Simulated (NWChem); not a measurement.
**Spin states of Cl2Te**

```xyz
3

Te     0.0000     0.0000    -0.5985
Cl     1.8101     0.0000     0.9154
Cl    -1.8101     0.0000     0.9154
```
Charge 0, spin multiplicity 1.

Everything below was run with NWChem. Structure: optimised with PBE0/def2-SVP with def2 effective core potentials on Te, a minimum by its harmonic frequencies.

Basis set: def2-SVP. The gap is E(triplet) − E(singlet) at the geometry of the singlet, so a negative value puts the higher spin lower. Open shells are unrestricted, coupled cluster uses restricted open-shell references, and the singlet is the closed-shell solution. The triplet is the single determinant that the SCF runs reached, with unpaired electrons in orbitals of symmetry a1 and b2 (C2v labels); it need not be the lowest triplet, which in molecules with degenerate π orbitals can need several determinants.

Effective core potentials replace the inner electrons of Te; spin-orbit coupling is left out. The correlated methods keep 14 core orbitals frozen. The structure started from a generated list of species. The stability of the SCF solutions was not checked. Open-shell Hartree-Fock references start from PBE0 orbitals. No row is a measurement; the coupled-cluster row has its own basis-set and correlation limits.

Question: For the vertical singlet-triplet gap, HF gives 42.0 kcal/mol and M06-2X gives 41.5 kcal/mol. What do MP2, CR-CCSD(T) give?

Answer: MP2: 47.8 kcal/mol; CR-CCSD(T): 47.1 kcal/mol.
